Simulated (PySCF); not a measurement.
C3H8N, SMILES [CH2]N(C)C, multiplicity 2.

The structure is a stationary point at PBE-D3(BJ)/def2-SVP. The isomer is the one that the SMILES or the coordinates give; other isomers of the formula were not compared.

Two levels are set side by side: PBE/def2-TZVP (PySCF) and CAM-B3LYP/def2-TZVP (PySCF). Same geometry, gas phase. Differences are taken from unrounded values.

```csv
quantity,CAM-B3LYP,PBE,PBE minus CAM-B3LYP
α-spin orbital gap (eV),7.48,3.26,-4.22
β-spin orbital gap (eV),9.32,4.66,-4.66
dipole moment (D),1.22,1.31,0.09
mean polarisability (bohr³),49.4,52.4,3.0
```

PBE's more diffuse valence density responds more strongly to a field. Differences between two approximate levels are no errors against the true value.

Rough cost on one machine, each run with all the roots and properties that it gave: CAM-B3LYP against PBE within a factor of 2.
